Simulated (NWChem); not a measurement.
# CH5BeN; SMILES [CH3][Be][NH2]

```xyz
8

Be    -0.0055     0.0747     0.0024
C     -0.0013    -1.6043    -0.0001
H     -0.5075    -2.0345     0.8816
H      1.0273    -2.0085     0.0060
H     -0.4944    -2.0278    -0.8926
N      0.0000     1.5792     0.0002
H     -0.8217     2.1747    -0.0028
H      0.8262     2.1684    -0.0027
```
Atoms are numbered in this order, from 1.

Results from NWChem. Medium grid unless said otherwise, to which SCAN and Minnesota functionals are sensitive. Structure relaxed at the PBE0/def2-SVP level. B3LYP is NWChem's, with the RPA form of VWN correlation. Total energies of different functionals are on different scales.

```
level                   energy (Ha)  highest occupied level (eV)  orbital gap (eV)  dipole (D)
----------------------  -----------  ---------------------------  ----------------  ----------
B3LYP/def2-TZVP           -110.7109                        -6.91              6.61        1.10
PBE/def2-TZVP             -110.5297                        -5.75              5.15        1.10
PW91/def2-TZVP            -110.6358                        -5.80              5.08        1.11
Hartree-Fock/def2-TZVP    -109.9458                       -10.56             12.04        1.02
TPSS/def2-TZVP            -110.7151                        -5.82              5.37        1.14
RPBE/def2-TZVP            -110.7017                        -5.69              5.01        1.10
MN15/def2-TZVP            -110.5664                          ___               ___        1.12
M06-2X/def2-TZVP          -110.6457                        -8.59              8.70        1.04
BLYP/def2-TZVP            -110.6443                        -5.63              4.99        1.14
```

Question: Complete the blanks.

Answer: 
- MN15/def2-TZVP, highest occupied level (eV): -8.03
- MN15/def2-TZVP, orbital gap (eV): 8.88
